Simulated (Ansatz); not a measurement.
Born–Oppenheimer molecular dynamics of C2H8B2Si (13 atoms, charge 0, multiplicity 1). It goes on from the last frame of an earlier run, with new velocities.

These are results of RKS r2SCANh-D4/STO-3G (Ansatz 0.2.0), not measurements.

```yaml
ensemble: NVE (velocity Verlet)
time_step: 0.25 fs
steps_asked: 400
starting_velocities_drawn_for: 500 K
seed: 357320
```

Frames 0.5 fs apart, positions in Å.

Velocities at 55.0 fs (Å/ps):

```
B -2.32 1.21 4.65
B -2.64 -1.38 3.65
C -4.24 5.94 1.44
Si 3.03 -0.24 -1.96
C 2.22 -3.43 -0.90
H 15.98 -16.50 -4.62
H -2.99 -6.33 -3.41
H 0.87 12.39 -6.58
H 23.17 10.37 11.86
H -1.96 -4.71 -13.08
H -21.14 -24.56 5.50
H -2.04 16.72 -5.02
H -18.83 -8.74 -25.53
```

```xyz
13
Properties=species:S:1:pos:R:3 time_fs=55.0 energy_less_start_eV=0.396 T=222
B 0.517 2.302 0.720
B -0.040 0.847 0.875
C -0.933 -0.343 1.207
Si 0.475 -0.882 0.074
C 0.019 -1.202 -1.796
H 0.207 3.064 -0.203
H 1.316 2.857 1.418
H -0.827 -0.735 2.254
H -1.918 -0.394 0.849
H 1.396 -1.679 0.790
H -0.434 -2.147 -1.976
H 0.789 -1.115 -2.607
H -0.648 -0.352 -1.938
13
Properties=species:S:1:pos:R:3 time_fs=55.5 energy_less_start_eV=0.369 T=241
B 0.516 2.303 0.722
B -0.041 0.847 0.877
C -0.935 -0.340 1.208
Si 0.476 -0.882 0.073
C 0.020 -1.203 -1.797
H 0.216 3.054 -0.204
H 1.315 2.853 1.416
H -0.827 -0.728 2.249
H -1.909 -0.388 0.854
H 1.396 -1.682 0.784
H -0.446 -2.161 -1.973
H 0.788 -1.106 -2.608
H -0.658 -0.357 -1.952
13
Properties=species:S:1:pos:R:3 time_fs=56.0 energy_less_start_eV=0.331 T=268
B 0.515 2.304 0.724
B -0.042 0.847 0.878
C -0.937 -0.338 1.208
Si 0.478 -0.882 0.072
C 0.022 -1.204 -1.797
H 0.224 3.041 -0.203
H 1.312 2.847 1.413
H -0.827 -0.720 2.243
H -1.906 -0.382 0.859
H 1.397 -1.687 0.778
H -0.459 -2.175 -1.970
H 0.786 -1.097 -2.606
H -0.670 -0.363 -1.967
13
Properties=species:S:1:pos:R:3 time_fs=56.5 energy_less_start_eV=0.285 T=300
B 0.513 2.306 0.726
B -0.043 0.847 0.880
C -0.937 -0.336 1.210
Si 0.479 -0.882 0.070
C 0.023 -1.206 -1.797
H 0.234 3.026 -0.200
H 1.310 2.840 1.411
H -0.828 -0.712 2.235
H -1.910 -0.376 0.861
H 1.400 -1.692 0.773
H -0.473 -2.189 -1.966
H 0.785 -1.089 -2.600
H -0.682 -0.371 -1.982
13
Properties=species:S:1:pos:R:3 time_fs=57.0 energy_less_start_eV=0.242 T=330
B 0.512 2.307 0.728
B -0.043 0.847 0.881
C -0.938 -0.334 1.211
Si 0.480 -0.882 0.069
C 0.025 -1.206 -1.797
H 0.243 3.008 -0.197
H 1.307 2.831 1.409
H -0.830 -0.703 2.227
H -1.921 -0.369 0.862
H 1.405 -1.698 0.768
H -0.487 -2.201 -1.961
H 0.784 -1.081 -2.592
H -0.695 -0.380 -1.998
13
Properties=species:S:1:pos:R:3 time_fs=57.5 energy_less_start_eV=0.212 T=351
B 0.510 2.309 0.730
B -0.043 0.848 0.882
C -0.938 -0.333 1.212
Si 0.481 -0.882 0.068
C 0.026 -1.207 -1.797
H 0.252 2.989 -0.193
H 1.304 2.822 1.408
H -0.832 -0.695 2.219
H -1.936 -0.361 0.863
H 1.411 -1.706 0.763
H -0.500 -2.210 -1.956
H 0.784 -1.073 -2.583
H -0.708 -0.392 -2.015
13
Properties=species:S:1:pos:R:3 time_fs=58.0 energy_less_start_eV=0.205 T=356
B 0.509 2.310 0.732
B -0.043 0.849 0.883
C -0.937 -0.332 1.213
Si 0.482 -0.882 0.067
C 0.027 -1.208 -1.796
H 0.260 2.970 -0.189
H 1.303 2.812 1.408
H -0.834 -0.688 2.213
H -1.956 -0.353 0.862
H 1.417 -1.714 0.759
H -0.511 -2.215 -1.950
H 0.784 -1.066 -2.571
H -0.721 -0.405 -2.031
13
Properties=species:S:1:pos:R:3 time_fs=58.5 energy_less_start_eV=0.216 T=349
B 0.507 2.312 0.733
B -0.042 0.850 0.884
C -0.936 -0.332 1.214
Si 0.483 -0.882 0.065
C 0.028 -1.209 -1.796
H 0.268 2.950 -0.187
H 1.302 2.802 1.409
H -0.836 -0.681 2.210
H -1.976 -0.345 0.862
H 1.425 -1.723 0.755
H -0.519 -2.216 -1.943
H 0.787 -1.060 -2.559
H -0.732 -0.420 -2.046
13
Properties=species:S:1:pos:R:3 time_fs=59.0 energy_less_start_eV=0.234 T=336
B 0.505 2.313 0.735
B -0.042 0.851 0.885
C -0.936 -0.331 1.214
Si 0.484 -0.881 0.064
C 0.028 -1.210 -1.795
H 0.275 2.932 -0.186
H 1.302 2.792 1.411
H -0.839 -0.675 2.210
H -1.997 -0.336 0.863
H 1.433 -1.732 0.750
H -0.524 -2.213 -1.936
H 0.790 -1.055 -2.546
H -0.742 -0.438 -2.061
13
Properties=species:S:1:pos:R:3 time_fs=59.5 energy_less_start_eV=0.246 T=328
B 0.503 2.314 0.737
B -0.041 0.853 0.885
C -0.936 -0.331 1.213
Si 0.484 -0.881 0.062
C 0.028 -1.211 -1.794
H 0.281 2.915 -0.189
H 1.303 2.783 1.415
H -0.841 -0.671 2.213
H -2.015 -0.326 0.864
H 1.440 -1.740 0.745
H -0.525 -2.207 -1.928
H 0.796 -1.051 -2.533
H -0.752 -0.456 -2.075
13
Properties=species:S:1:pos:R:3 time_fs=60.0 energy_less_start_eV=0.242 T=330
B 0.501 2.314 0.739
B -0.039 0.855 0.886
C -0.935 -0.331 1.212
Si 0.485 -0.880 0.061
C 0.027 -1.212 -1.793
H 0.285 2.900 -0.195
H 1.306 2.773 1.420
H -0.844 -0.669 2.220
H -2.030 -0.317 0.867
H 1.447 -1.749 0.739
H -0.523 -2.197 -1.920
H 0.804 -1.048 -2.521
H -0.759 -0.476 -2.088
13
Properties=species:S:1:pos:R:3 time_fs=60.5 energy_less_start_eV=0.225 T=342
B 0.500 2.315 0.742
B -0.037 0.858 0.886
C -0.936 -0.332 1.211
Si 0.485 -0.880 0.059
C 0.026 -1.213 -1.792
H 0.289 2.887 -0.204
H 1.310 2.764 1.426
H -0.846 -0.667 2.230
H -2.041 -0.306 0.872
H 1.454 -1.756 0.733
H -0.518 -2.185 -1.911
H 0.814 -1.046 -2.510
H -0.766 -0.497 -2.099
```

Of the whole run (100 fs, mean temperature of the second half 332 K): The conserved energy stayed within 0.1 meV per atom of its start (net change 0.038 meV per atom), so the integration is sound. A run of 0.1 ps of so small a system gives no equilibrium averages. Limits of this set-up: minimal basis.

Time of the run: 16 min on 1 thread of Intel(R) Xeon(R) Processor @ 2.70GHz, on a shared host, peak memory 0.11 GiB.
